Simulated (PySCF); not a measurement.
Sc²⁺: ionisation energy

Sc²⁺ [Ar] 3d1 (2D) → Sc³⁺ [Ar] (1S), as a difference of total energies. All numbers are calculated (PySCF 2.14, scalar relativity by spin-free X2C-1e, in cc-pVDZ-DK). The calculations carry no spin-orbit coupling.

```
method  ionisation energy (eV)  difference from reference (eV)
   UHF                  24.242                          -0.515
  MN15                  25.516                          +0.759
 B3LYP                  25.841                          +1.084
```

Reference: 24.757 eV (measured; NIST Atomic Spectra Database, ionization energies).

The reference lies between the lowest fine-structure levels, while these numbers refer to the centres of the terms.
